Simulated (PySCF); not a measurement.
WS2F2 (singlet state).
Bonds: W1–S2, W1–S3, W1–F4, W1–F5.

The calculation used PBE0-D3(BJ)/def2-SVP geometry optimisation, gas phase, def2 core potentials past Kr in PySCF.

How far are the bound atoms from W1?

4 atoms: F5 1.851 Å, F4 1.851 Å, S3 2.115 Å, S2 2.117 Å.

List the angles at W1.

```csv
angle,degrees,distance of the outer atoms (Å)
F4–W1–F5,116.3,3.14
S2–W1–F4,108.5,3.22
S2–W1–F5,108.4,3.22
S3–W1–F4,108.1,3.21
S3–W1–F5,108.0,3.21
S2–W1–S3,107.1,3.40
```

What is the shape at W1?

Distorted tetrahedral: angles from 107.1° to 116.3°; τ4 = (360° − α − β)/141° = 0.96 with α and β the two widest (0 for a square, 1 for a tetrahedron).

What are the rotational constants (commonest isotopes, rigid rotor)?

A = 2250, B = 1810, C = 1599 MHz: an asymmetric top.

Point group: C2v (every atom within 0.08 Å of its image). Charge 0, singlet. Not checked by PBE0-D3(BJ)/def2-SVP frequencies.
